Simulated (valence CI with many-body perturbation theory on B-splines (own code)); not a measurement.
# Sm⁵⁷⁺: electric-dipole lines

Calculated by relativistic CI+MBPT: three valence electrons over a frozen Dirac-Fock core [He], a basis of 11 s, 11 p, 9 d, 7 f, 5 g, 2 h, 1 i functions for each j, with the one-electron correlation potential Σ1 (screened to all orders), the two-electron term Σ2, the three-electron term Σ3, Breit, model QED; selected single and double excitations, second order for the rest (own B-spline code, finite nucleus).

The last digits are not significant, and no measured levels were compared; by estimate large intervals hold to a few tenths of a per cent, small ones and those within an open d or f shell to about a per cent.

Lines 51 to 100 of 276 in falling wavelength, among levels below 8483.0 eV, chosen from the strongest by gf and those to the six lowest levels. Wavelengths and rates use the calculated energies. Electric multipoles are in the length gauge, E1 and E2 with the static RPA response of the core. Weak lines are less certain than strong ones. Lines between different terms over intervals too small for the method are left out, as are lines whose strength nearly cancels. The highest levels of a list are the least certain.

Levels are named by their leading jj configuration (3d3/2^4 stands for four electrons in 3d with j = 3/2), which in mixed levels can hold well under half, so a name can repeat and another be missing. Letters in brackets count levels of one name in rising energy.

```tsv
λ vac (Å)	Upper	Lower	A (s⁻¹)	S (a.u.) with core polarisation	S without
45.51	(2s 2p3/2 3p3/2) J=1/2 [b]	(2s 2p3/2 3s) J=1/2	2.44e+11	2.27e-02	2.27e-02
44.85	(2p1/2 2p3/2 3p3/2) J=5/2 [b]	(2p1/2 2p3/2 3s) J=5/2	1.14e+11	3.05e-02	3.05e-02
43.99	(2s 2p3/2 3p3/2) J=5/2 [a]	(2s 2p3/2 3s) J=5/2	1.92e+11	4.83e-02	4.84e-02
43.35	(2p1/2 2p3/2 3p3/2) J=1/2 [b]	(2p1/2 2p3/2 3s) J=3/2 [b]	2.51e+11	2.02e-02	2.02e-02
40.23	(2p1/2^2 2p3/2) J=3/2	(2s 2p1/2 2p3/2) J=3/2 [a]	1.67e+10	2.15e-03	2.15e-03
27.12	(2s^2 2p3/2) J=3/2	(2s 2p1/2^2) J=1/2	3.84e+09	1.51e-04	1.52e-04
15.48	(2s 2p1/2 2p3/2) J=3/2 [a]	(2s^2 2p1/2) J=1/2	1.44e+10	1.05e-04	1.05e-04
15.14	(2s 2p3/2^2) J=5/2	(2s^2 2p3/2) J=3/2	4.87e+11	5.01e-03	5.02e-03
14.84	(2p1/2 2p3/2^2) J=3/2	(2s 2p1/2 2p3/2) J=1/2	1.24e+12	7.98e-03	7.99e-03
14.53	(2p1/2 2p3/2 3d3/2) J=5/2 [a]	(2s 2p1/2 3d3/2) J=5/2	7.76e+11	7.04e-03	7.05e-03
14.49	(2p1/2 2p3/2^2) J=5/2	(2s 2p1/2 2p3/2) J=3/2 [b]	1.48e+12	1.34e-02	1.34e-02
14.45	(2p1/2 2p3/2 3d5/2) J=9/2	(2s 2p1/2 3d5/2) J=7/2	1.24e+12	1.84e-02	1.85e-02
14.44	(2p1/2 2p3/2 3p3/2) J=7/2	(2s 2p1/2 3p3/2) J=5/2	1.43e+12	1.69e-02	1.70e-02
14.42	(2p3/2^3) J=3/2	(2s 2p3/2^2) J=3/2	3.34e+12	1.98e-02	1.98e-02
14.34	(2s 2p3/2 3d5/2) J=7/2 [b]	(2s^2 3d5/2) J=5/2	1.85e+12	2.16e-02	2.16e-02
14.34	(2p1/2 2p3/2 3d5/2) J=7/2 [a]	(2s 2p1/2 3d5/2) J=5/2 [a]	1.14e+12	1.33e-02	1.34e-02
14.32	(2p1/2 2p3/2 3d3/2) J=5/2 [b]	(2s 2p1/2 3d3/2) J=3/2 [b]	1.24e+12	1.08e-02	1.08e-02
14.30	(2s 2p3/2 3p3/2) J=5/2 [b]	(2s^2 3p3/2) J=3/2	2.06e+12	1.79e-02	1.79e-02
14.30	(2p1/2 2p3/2 3p1/2) J=5/2	(2s 2p1/2 3p1/2) J=3/2	1.30e+12	1.12e-02	1.13e-02
14.29	(2p1/2 2p3/2 3p3/2) J=5/2 [a]	(2s 2p1/2 3p3/2) J=3/2 [a]	1.10e+12	9.53e-03	9.54e-03
14.28	(2p1/2 2p3/2 3d3/2) J=7/2	(2s 2p1/2 3d3/2) J=5/2	1.24e+12	1.42e-02	1.42e-02
14.25	(2p1/2 2p3/2 3d5/2) J=7/2 [b]	(2s 2p1/2 3d5/2) J=5/2 [b]	6.93e+11	7.92e-03	7.93e-03
14.24	(2p1/2 2p3/2 3p1/2) J=3/2 [b]	(2s 2p1/2 3p1/2) J=1/2 [b]	1.38e+12	7.84e-03	7.85e-03
14.22	(2p1/2 2p3/2 3s) J=5/2	(2s 2p1/2 3s) J=3/2	1.31e+12	1.12e-02	1.12e-02
14.17	(2s 2p3/2 3d3/2) J=5/2 [b]	(2s^2 3d3/2) J=3/2	1.87e+12	1.57e-02	1.58e-02
14.15	(2s 2p3/2 3p1/2) J=1/2	(2s^2 3p1/2) J=1/2	2.32e+12	6.48e-03	6.49e-03
14.15	(2s 2p3/2 3s) J=1/2	(2s^2 3s) J=1/2	2.29e+12	6.40e-03	6.41e-03
14.13	(2p1/2 2p3/2 3d3/2) J=3/2 [a]	(2s 2p1/2 3d3/2) J=3/2 [a]	1.28e+12	7.12e-03	7.13e-03
14.13	(2s 2p3/2 3p1/2) J=3/2 [b]	(2s^2 3p1/2) J=1/2	2.14e+12	1.19e-02	1.19e-02
14.11	(2s 2p3/2 3d5/2) J=5/2 [b]	(2s^2 3d5/2) J=5/2	2.11e+12	1.75e-02	1.75e-02
14.10	(2p1/2 2p3/2 3s) J=3/2 [a]	(2s 2p1/2 3s) J=1/2 [a]	1.16e+12	6.42e-03	6.43e-03
14.07	(2p1/2 2p3/2 3d5/2) J=7/2 [b]	(2s 2p1/2 3d5/2) J=7/2	7.57e+11	8.32e-03	8.34e-03
14.07	(2s 2p3/2 3s) J=3/2 [b]	(2s^2 3s) J=1/2	2.14e+12	1.18e-02	1.18e-02
14.07	(2s 2p3/2 3p3/2) J=3/2 [b]	(2s^2 3p3/2) J=3/2	2.13e+12	1.17e-02	1.17e-02
14.06	(2s 2p3/2 3d5/2) J=3/2 [b]	(2s^2 3d5/2) J=5/2	2.32e+12	1.27e-02	1.27e-02
14.02	(2s 2p3/2 3d3/2) J=3/2 [b]	(2s^2 3d3/2) J=3/2	1.47e+12	8.01e-03	8.02e-03
13.88	(2p1/2 2p3/2^2) J=3/2	(2s 2p1/2 2p3/2) J=5/2	2.04e+11	1.08e-03	1.08e-03
13.86	(2s 2p1/2 2p3/2) J=1/2	(2s^2 2p1/2) J=1/2	2.57e+12	6.75e-03	6.76e-03
13.84	(2s 2p1/2 2p3/2) J=3/2 [b]	(2s^2 2p1/2) J=1/2	2.21e+12	1.16e-02	1.16e-02
13.76	(2p1/2 2p3/2^2) J=1/2	(2s 2p1/2 2p3/2) J=3/2 [b]	2.65e+12	6.81e-03	6.83e-03
13.74	(2p1/2 2p3/2^2) J=1/2	(2s 2p1/2 2p3/2) J=1/2	1.17e+12	3.00e-03	3.01e-03
13.68	(2s 2p3/2^2) J=1/2	(2s^2 2p3/2) J=3/2	2.07e+12	5.24e-03	5.25e-03
13.68	(2p1/2^2 2p3/2) J=3/2	(2s 2p1/2^2) J=1/2	1.63e+12	8.25e-03	8.26e-03
13.67	(2s 2p3/2^2) J=3/2	(2s^2 2p3/2) J=3/2	3.68e+12	1.85e-02	1.86e-02
13.55	(2p1/2 2p3/2^2) J=5/2	(2s 2p1/2 2p3/2) J=5/2	1.61e+12	1.19e-02	1.19e-02
13.34	(2p1/2 2p3/2^2) J=3/2	(2s 2p1/2 2p3/2) J=3/2 [a]	1.79e+12	8.39e-03	8.40e-03
13.04	(2p1/2 2p3/2^2) J=5/2	(2s 2p1/2 2p3/2) J=3/2 [a]	3.41e+10	2.24e-04	2.24e-04
12.45	(2p1/2 2p3/2^2) J=1/2	(2s 2p1/2 2p3/2) J=3/2 [a]	3.32e+10	6.33e-05	6.34e-05
8.116	(2p1/2 2p3/2^2) J=3/2	(2s 2p1/2^2) J=1/2	2.48e+10	2.61e-05	2.62e-05
7.915	(2s 2p3/2^2) J=3/2	(2s^2 2p1/2) J=1/2	2.78e+10	2.72e-05	2.73e-05
```
